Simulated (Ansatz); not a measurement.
Isolated molecules relaxed with PBE0-D4/def2-TZVP in Ansatz; ΔE leaves out vibrations. CBS: MP2 limit from def2 TZ/QZ plus the TZ coupled-cluster correction, frozen cores. This one scheme is used for every species. Functionals use def2-TZVPP. B3LYP here is the variant with VWN-RPA as its local correlation; programs differ in this. Elements past krypton have def2 core potentials. For Sn outer-core shells are correlated without core-valence functions, which leaves a few kJ/mol of doubt a bond. Each species was taken in one conformer, which may not be the lowest.

Consider the ligand exchange at the Si–N bond: `C=C=N[SiH2]Cl` + `[OH][SnH3]` → `Cl[SiH2][O][SnH3]` + `C=C=N`.

| level | ΔE (kJ/mol) | difference from CCSD(T)/CBS |
| --- | --- | --- |
| B3LYP-D4 | -58.2 | 4.0 |
| ωB97M-V | -61.1 | 1.1 |
| PBE0 | -53.5 | 8.7 |
| B3LYP | -55.3 | 6.9 |
| HF/def2-TZVPP | -65.9 | -3.7 |
| SCS-MP2/def2-TZVPP | -60.2 | 2.0 |
| CCSD/def2-TZVPP | -63.8 | -1.6 |
| CCSD(T)/def2-TZVPP | -62.3 | -0.1 |
| SCS-MP2/def2-QZVPP | -60.4 | 1.8 |
| HF/CBS(def2) | -66.9 | -4.7 |
| CCSD(T)/CBS | -62.2 | 0 |

Largest T1 diagnostic among the species: 0.015.

In def2-TZVPP, CCSD(T) changes the Hartree–Fock value by +3.6 kJ/mol (the triples alone add +1.5 kJ/mol) and MP2 by +8.5 kJ/mol. From PBE to PBE0 (25 % exact exchange), in def2-TZVPP and without D4, ΔE moves by −3.7 kJ/mol.
